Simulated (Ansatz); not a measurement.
Cartesian coordinates (Å):
```xyz
9

C      2.0329    -0.1020     0.2404
C      0.8645    -0.3181     0.0637
C     -0.5674    -0.5300    -0.1454
N     -1.3928     0.6667    -0.0810
H      3.0690     0.0846     0.3964
H     -0.7187    -1.0048    -1.1195
H     -0.9338    -1.2457     0.5967
H     -1.2767     1.1128     0.8212
H     -1.0771     1.3364    -0.7725
```
Charge +1, spin multiplicity 2.

These are frozen-core CCSD(T)/cc-pVTZ // PBE0-D4/def2-TZVP (Ansatz, a first-principles code) values and carry that method's errors. The geometry is that of the parent before the electron was removed.

```
Property                       Result
----------------------  -------------
HF energy               -170.63474 Ha
MP2 correlation energy    -0.63714 Ha
```

Estimate the CCSD correlation energy, the (T) correction, the total energy and the T1 diagnostic.


```
Item                            Result
-----------------------  -------------
CCSD correlation energy    -0.67115 Ha
(T) correction             -0.03131 Ha
CCSD(T) total energy     -171.33720 Ha
T1 diagnostic                    0.029
```
